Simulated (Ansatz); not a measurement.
Consider the ligand exchange at a Ga–O bond: `[SiH3][O][GaH2]` + `F[SiH2]N[SiH3]` → `F[SiH2][N]([SiH3])[GaH2]` + `O[SiH3]`.

Isolated molecules relaxed with PBE0-D4/def2-TZVP in Ansatz; ΔE leaves out vibrations. CCSD(T)/CBS adds triple-zeta CCSD(T) − MP2 to the extrapolated MP2 energy (def2 sets, frozen cores). This one scheme is used for every species. Functionals use def2-TZVPP. B3LYP here is the variant with VWN-RPA as its local correlation; programs differ in this. For Ga outer-core shells are correlated without core-valence functions, which leaves a few kJ/mol of doubt a bond. Scalar relativity is left out up to krypton. One conformer a species, not always the lowest.

**Question.** Is it downhill or uphill in electronic energy at CCSD(T)/CBS, and by how much? (Estimate.)

**Answer.** Computed: Uphill: ΔE = +0.19 eV.

**Question.** What do these levels give: r2SCAN-D4, B3LYP-D4, ωB97X-V, HF/def2-TZVPP, CCSD(T)/def2-TZVPP, MP2/CBS(def2)? (Estimate.)

**Answer.** Ansatz gave: r2SCAN-D4 0.26, B3LYP-D4 0.27, ωB97X-V 0.28, HF/def2-TZVPP 0.43, CCSD(T)/def2-TZVPP 0.22, MP2/CBS(def2) 0.18 eV.

Largest T1 diagnostic among the species: 0.014.

In def2-TZVPP, CCSD(T) changes the Hartree–Fock value by −0.21 eV (the triples alone add −0.03 eV) and MP2 by −0.23 eV. The D4 term adds −0.09 eV with B3LYP and −0.05 eV with PBE0; it sums over pairs of atoms, weighted by their polarisabilities, and B3LYP, whose exchange is more repulsive, gets the larger term.
